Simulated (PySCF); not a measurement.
C2H9NS2Si (SMILES CN(C)[SiH](S)S), singlet, at a GFN2-xTB geometry, with bond 11-5 at 1.8 times its length.

The PySCF input:
```python
from pyscf import gto, scf, mcscf, mp
import numpy

mol = gto.M(
    atom='''
Si    0.40423253   -0.46502590    0.03036471
S     1.32095902    0.57200236   -1.61849825
S     1.01391101    0.34813558    1.92924845
N    -1.27548243   -0.22475286   -0.15403049
C    -1.90737687   -0.23554229   -1.45297023
C    -2.19854185   -0.53687231    0.91385487
H     0.93910105   -1.82277774    0.06679319
H     2.49261865    0.75517389   -1.03237392
H     0.66629747    1.60174399    1.67879253
H    -2.74252435    0.46798363   -1.45745734
H    -0.62258214    0.30459750   -2.82466901
H    -2.28968977   -1.23055167   -1.70254334
H    -3.02115710    0.18157970    0.90672893
H    -2.61588105   -1.54220408    0.79902160
H    -1.68844920   -0.47956972    1.87186005
''',
    basis='sto-3g',
    verbose=4,
)

mf = scf.RHF(mol)
mf.kernel()
mc = mcscf.CASSCF(mf, 6, 6)
mc.fix_spin_(ss=0.0)
noons, natorbs = mcscf.addons.make_natural_orbitals(mp.MP2(mf).run())
mc.kernel(natorbs)
occ = numpy.linalg.eigvalsh(mc.fcisolver.make_rdm1(mc.ci, mc.ncas, mc.nelecas))[::-1]
ss = mc.fcisolver.spin_square(mc.ci, mc.ncas, mc.nelecas)[0]
print('natural occupations', occ.round(4), ' <S^2>', round(ss, 4))
```

**Question.** What does this run give for the SCF-reference HOMO energy, SCF-reference Mulliken (on the basis functions themselves) charges in atom order?

**Answer.** 
The SCF-reference HOMO energy comes out as -6.95 eV and the SCF-reference Mulliken (on the basis functions themselves) charges in atom order is Si1 0.75, S2 -0.09, S3 -0.10, N4 -0.49, C5 -0.02, C6 -0.09, H7 -0.16, H8 -0.04, H9 -0.04, H10 0.05, H11 -0.01, H12 0.04, H13 0.06, H14 0.05, H15 0.07.

**Question.** Roughly what does it cost on one core?

**Answer.** very roughly 21 core-seconds.
